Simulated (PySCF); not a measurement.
Chain-length series, n-germane fluoro/fluoro (end groups after the name). Isolated molecules, 0 K electronic values unless said otherwise. One relaxed conformer stands for each flexible species; it need not be the lowest. Strings in code marks are SMILES.

The four lowest singlet excitations (Tamm–Dancoff). The numbers are results of PBE-D3(BJ)/def2-TZVP // PBE-D3(BJ)/def2-SVP run with PySCF 2.14.0, not measurements. Excitations are Tamm–Dancoff values on a coarser integration grid. The basis has no diffuse functions, so Rydberg states are missing or too high.

```tsv
state	energy (eV)	wavelength (nm)	oscillator strength
S1	7.61	163	0.000
S2	7.78	159	0.016
S3	8.47	146	0.000
S4	8.51	146	0.042
```

**Question.** Name which member gives these states.
A. `[F][GeH2][GeH2][F]` (F–Ge–Ge–F torsion 177°)
B. `[F][GeH2][GeH2][GeH2][F]` (F–Ge–Ge–Ge torsion 178°, Ge–Ge–Ge–F torsion 178°)
C. `[F][GeH2][GeH2][GeH2][GeH2][GeH2][F]`
D. `[F][GeH2][F]`

**Answer.** D, `[F][GeH2][F]`
